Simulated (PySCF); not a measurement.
**Correlation energy of La⁴¹⁺ (lanthanum, charge +41)**

[Ne] 3s2 3p4, high-spin 3P determinant. Computed with PySCF 2.14 in an uncontracted even-tempered set (18 s from 7.3 bohr⁻², ratio 2.5; 12 p from 9.5 bohr⁻², ratio 2.5; 4 d from 42 bohr⁻², ratio 2.7; 4 f from 63 bohr⁻², ratio 2.7), with the spin-free X2C one-electron Hamiltonian (Gaussian nucleus). Frozen: 1s2; 14 electrons correlated; the 21 highest virtual orbitals of each spin left out.

```tsv
level	correlation energy (mhartree)
CCSD	-589.70
(T)	-1.02
CCSD(T)	-590.72
```

Diagnostics: T1 = 0.00055, D1 = 0.0025, largest double amplitude 0.019.

Spin-orbit coupling is strong in this species (close to jj coupling), so the high-spin LS determinant is a model state, not a physical level.

Cost of the coupled-cluster step: of the order of 30 core-seconds, for 14 correlated electrons.

At this charge the one-electron X2C treatment keeps the bare 1/r₁₂, with no two-electron picture change or Breit term. The effect here is smaller than on the frozen 1s shell; and a scalar Hamiltonian misses the large spin-orbit splitting of the p shells, which matters for ns² → np² pairs.

Spin-orbit coupling is strong in this species, so the high-spin LS determinant is a model state.
